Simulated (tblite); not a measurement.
Compound: C₅H₁₁NOSi.
Geometry (GFN2-xTB, Å), atoms numbered from 1 in this order:
```
atom  x, y, z in Å
C1     3.1087   -0.8746    0.0297
N2     1.8894   -0.3208    0.5631
C3     0.8294    0.0118   -0.2206
O4     0.8536   -0.1205   -1.4294
C5    -0.3685    0.4895    0.5340
C6    -1.3427    1.3455   -0.2984
C7    -2.6707    0.6022   -0.0451
Si8   -1.7394   -0.8518    0.7632
H9     3.9637   -0.2381    0.2674
H10    3.2883   -1.8775    0.4238
H11    2.9897   -0.9278   -1.0513
H12    1.8253   -0.2023    1.5607
H13   -0.0660    0.9767    1.4611
H14   -1.0545    1.2899   -1.3474
H15   -1.3603    2.3924    0.0027
H16   -3.2391    0.4026   -0.9501
H17   -3.3234    1.1496    0.6334
H18   -2.0365   -1.1787    2.1607
H19   -1.5566   -2.0590   -0.0347
```

All values are computed: GFN2-xTB (tblite) harmonic vibrations without scaling, gas phase. This tight-binding method is rough: wavenumbers can miss measured ones by several per cent, in bad cases by 10 to 20. Modes of hydrogen on silicon can be 10 to 20 % off. One conformer, not necessarily the lowest.

Harmonic wavenumbers (cm⁻¹): 32.3, 67.1, 99.1, 122.2, 179.7, 203.1, 301.3, 373.9, 421.3, 435.1, 456.6, 534.8, 603.5, 627.6, 670.8, 705.6, 739.4, 761.4, 795.7, 875.4, 948.0, 995.1, 1038.9, 1049.9, 1094.3, 1110.3, 1110.7, 1136.9, 1177.1, 1189.6, 1214.3, 1276.5, 1309.3, 1392.0, 1418.5, 1463.1, 1465.9, 1483.5, 1486.1, 1720.4, 2241.6, 2309.5, 2957.1, 2959.3, 2976.3, 2985.8, 2999.6, 3010.0, 3018.0, 3032.5, 3465.5.

A = 3655, B = 1006, C = 906.5 MHz; mass 129.061 u (most abundant isotopes); point group C1, symmetry number 1.

**Question.** What is the zero-point energy?

**Answer.** ½Σν̃ = 33021 cm⁻¹ = 395.02 kJ/mol.

**Question.** Give the ideal-gas entropy at 500 K and 1 bar in the rigid-rotor, harmonic-oscillator model (classical rotation).

**Answer.** Translation 180.22, rotation 127.60, vibration 209.74: S = 517.6 J/(mol K).

**Question.** And Cp and H(500 K) − H(0)?

**Answer.** Cp = 239.11 J/(mol K), of which vibrations give 205.85 (their classical limit is 51 R = 424.0); H(500 K) − H(0) = 69.73 kJ/mol without the zero-point energy, 53.10 from vibrations.

**Question.** Which modes carry the vibrational entropy at 500 K?

**Answer.** 32.3 cm⁻¹: 28.07; 67.1 cm⁻¹: 22.00; 99.1 cm⁻¹: 18.77; 122.2 cm⁻¹: 17.05; 179.7 cm⁻¹: 13.89; 203.1 cm⁻¹: 12.90 J/(mol K); the other 45 give 97.06 together.

**Question.** What must be added to the electronic energy to get the Gibbs energy at 500 K and 1 bar?

**Answer.** ZPE + [H(500 K) − H(0)] − T·S = 395.02 + 69.73 − 258.78 = 205.97 kJ/mol.

Hindered rotation and anharmonicity are outside this model. Other conformers, if any are populated, would add a mixing term that is left out. The structure is chiral; the term R ln 2 for an equal mix with its mirror image is left out.
